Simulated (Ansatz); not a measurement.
Total energies of CH6FGeIn, SMILES `[CH3][In]([F])[GeH3]`.

Cartesian coordinates in Å:
```
C -2.1964 -0.1781 -0.4014
In -0.1100 0.2874 -0.4731
F 0.2287 1.4302 -2.0461
Ge 2.0997 -0.1317 0.8143
H -2.5779 -0.2132 -1.4220
H -2.7180 0.6127 0.1412
H -2.3785 -1.1285 0.0994
H 3.2988 0.4905 0.0863
H 2.0085 0.4738 2.2269
H 2.3451 -1.6431 0.9744
```

The species carries charge 0 and has multiplicity 1. Correlated methods include outer-core shells of Ge, In, which these sets cover unevenly. Scalar relativity is left out up to krypton. In takes the def2 core potential. The structure was optimised at the PBE0-D4/def2-TZVP level. Basis def2-TZVPP, the Gaussian-basis code of Ansatz.

RPA on PBE orbitals: Hartree–Fock energy of these orbitals -2405.39538 Eh, correlation -1.52690 Eh (frozen core).

```json
{"functional": "revPBE", "energy without D4 (Eh)": "-2408.64035", "D4 term (kJ/mol)": "-42.8"}
{"functional": "PBE0", "energy without D4 (Eh)": "-2408.38548", "D4 term (kJ/mol)": "-14.3"}
```

Problem. Give the same for LDA (SPW92), PBE, BLYP, r2SCAN, B97M-V, B3LYP, r2SCANh, r2SCAN0, HSE06 (plane-wave form), BHLYP, CAM-B3LYP, LC-ωPBE, ωB97X-V, ωB97M-V, B2PLYP, PBE-QIDH. (An estimate is asked.)

Solution. The calculation gave: 
```csv
functional,energy without D4 (Eh),D4 term (kJ/mol)
LDA (SPW92),-2404.27132,–
PBE,-2408.32371,-16.7
BLYP,-2408.77106,-35.2
r2SCAN,-2408.79189,-4.0
B97M-V,-2408.37554,–
B3LYP,-2408.91971,-27.1
r2SCANh,-2408.76255,-4.4
r2SCAN0,-2408.72052,-4.9
HSE06 (plane-wave form),-2408.37748,-13.6
BHLYP,-2408.63050,-24.7
CAM-B3LYP,-2408.84817,-14.9
LC-ωPBE,-2408.47972,–
ωB97X-V,-2408.54013,–
ωB97M-V,-2408.56530,–
B2PLYP,-2408.11858,–
PBE-QIDH,-2407.83687,–
```

B3LYP takes the VWN-RPA correlation (the form of Gaussian; ORCA's B3LYP/G). HSE06 is the plane-wave form, built on full-range PBE exchange. The double hybrids freeze the cores in their second-order part.

LC-ωPBE has ω = 0.4 bohr⁻¹.
